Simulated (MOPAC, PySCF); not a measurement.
[Sc(OH)3], neutral singlet in the gas phase. 

Cartesian coordinates (Å):
```xyz
7

Sc    -0.0238    -0.0200     0.0282
O     -0.2825     1.1425    -1.4171
H     -0.5387     1.9874    -1.7945
O      0.6139    -1.7559    -0.2653
H      0.9213    -2.4666    -0.8333
O     -0.4021     0.5556     1.7698
H     -0.4502     0.4186     2.7190
```
Charge 0, spin multiplicity 1.

All levels are single points at this geometry (r2SCAN-D4/def2-SVP); Pople sets use spherical d functions. Orbital energies aren't observables, and empty levels follow the basis.

```json
[
 {"level": "TPSSh-D3(BJ)/def2-TZVP in PySCF", "HOMO (eV)": "-7.33", "LUMO (eV)": "-1.64", "gap (eV)": "5.69", "dipole (D)": "0.01", "vertical IE, Delta-SCF (eV)": "–"},
 {"level": "B3LYP/6-31G* (LANL2DZ on Sc) in PySCF", "HOMO (eV)": "-7.72", "LUMO (eV)": "-1.74", "gap (eV)": "5.97", "dipole (D)": "0.01", "vertical IE, Delta-SCF (eV)": "10.10"},
 {"level": "B3LYP/LANL2DZ in PySCF", "HOMO (eV)": "-7.78", "LUMO (eV)": "-1.78", "gap (eV)": "6.00", "dipole (D)": "0.01", "vertical IE, Delta-SCF (eV)": "–"},
 {"level": "BP86/6-31G* (LANL2DZ on Sc) in PySCF", "HOMO (eV)": "-6.42", "LUMO (eV)": "-2.15", "gap (eV)": "4.27", "dipole (D)": "0.01", "vertical IE, Delta-SCF (eV)": "–"},
 {"level": "HF/3-21G in PySCF", "HOMO (eV)": "-11.43", "LUMO (eV)": "1.38", "gap (eV)": "12.81", "dipole (D)": "0.01", "vertical IE, Delta-SCF (eV)": "–"},
 {"level": "PM7 in MOPAC", "HOMO (eV)": "-12.96", "LUMO (eV)": "0.49", "gap (eV)": "13.46", "dipole (D)": "0.02", "vertical IE, Delta-SCF (eV)": "–"}
]
```
